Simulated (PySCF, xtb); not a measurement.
In(Me)2(NHMe) (C3H10InN), SMILES C[NH][In]([CH3])[CH3].

GFN2-xTB in xtb at its own geometry gives an orbital gap of 2.47 eV and a dipole moment of 1.28 D.

Geometry: r2SCAN-D4/def2-SVP. The def2 effective core potentials stand for the cores of In; spin–orbit coupling is left out. The values are those of a single conformer.

### Question
What does r2SCAN/def2-TZVP (PySCF) give? (An estimate is asked for; the answer gives what the named calculation found.)

### Answer
gap 4.04 eV (levels -4.90 and -0.86 eV), dipole 0.49 D.
